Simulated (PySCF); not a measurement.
C5H15NSi2.
Geometry (PBE0-D3(BJ)/def2-SVP, Å), atoms numbered from 1 in this order:
```
atom  x, y, z in Å
C1    -2.4863    1.4101    0.5647
C2    -1.6588    0.1354    0.7241
C3    -1.7579   -0.7767   -0.4959
Si4    0.1387    0.5447    1.1536
C5     1.0926    1.4127   -0.2355
C6     2.5688    0.9731   -0.1637
Si7    2.6152   -0.8429    0.3686
N8     1.1385   -0.8846    1.2954
H9    -2.1344    2.0123   -0.2901
H10   -3.5489    1.1791    0.3798
H11   -2.4384    2.0497    1.4604
H12   -2.0445   -0.4161    1.6035
H13   -1.4066   -0.2652   -1.4077
H14   -2.7996   -1.0881   -0.6821
H15   -1.1473   -1.6849   -0.3766
H16    0.1217    1.3661    2.4133
H17    0.9867    2.5091   -0.1977
H18    0.6473    1.0908   -1.1935
H19    3.1106    1.1622   -1.1047
H20    3.0957    1.5460    0.6193
H21    2.6053   -1.7895   -0.7966
H22    3.8282   -1.1763    1.1830
H23    0.8912   -1.6649    1.8934
```

The computed photoelectron lines, unassigned: C 1s: 289.84 (area 1), 289.89 (area 1), 289.98 (area 1), 290.34 (area 1), 290.44 (area 1) eV; N 1s: 403.67 eV; Si 1s: 1845.92 (area 1), 1846.30 (area 1) eV; Si 2p3/2: 106.07 (area 1), 106.43 (area 1) eV.

Method used: PySCF, delta-SCF UKS SCAN, pcX-2 on the ionised atom, pcseg-1 elsewhere, spin-free X2C. One conformer (not necessarily the lowest) at the PBE0-D3(BJ)/def2-SVP geometry, without solvent, vibrations or thermal averaging.

Assign the Si 1s lines to atoms.

1845.92 eV: Si4 (SiH silicon); 1846.30 eV: Si7 (SiH2 silicon). The listed Si 1s values span 0.38 eV, from Si4 (bonded to N, 2 C and H) to Si7 (bonded to N, C and 2 H).

Order the silicon atoms by Si 2p3/2 binding energy.

106.07 eV: Si4 (SiH silicon); 106.43 eV: Si7 (SiH2 silicon). Lowest listed Si 2p3/2: Si4, bonded to N, 2 C and H. Highest, 0.36 eV above it: Si7, bonded to N, C and 2 H. Summing the Pauling electronegativity differences to the bonded atoms, each weighted by its formal bond order, gives +2.74 for the lowest site and +2.39 for the highest; the largest sum, +2.74, belongs to Si4, 0.36 eV below the top. The smallest sum, +2.39, belongs to Si7, 0.36 eV above the lowest.

Bonded neighbours of each site: C1: C and 3 H; C2: 2 C, H and Si; C3: C and 3 H; Si4: N, 2 C and H; C5: C, 2 H and Si; C6: C, 2 H and Si; Si7: N, C and 2 H; N8: H and 2 Si.

Which photon energy gives electrons from Si 2p3/2 of Si7 a kinetic energy of 20 eV, and what is their de Broglie wavelength?

hν = 106.43 + 20 = 126.43 eV, recoil neglected; λ = 12.264 Å/√(E/eV) = 2.74 Å.

2p3/2 and 2p1/2 are the ΔSCF energy of one spin-free 2p hole plus the eigenvalues of a spin–orbit and ligand-field matrix of the shell. 2p1/2 minus 2p3/2 (ligand field included): Si 0.62 eV.
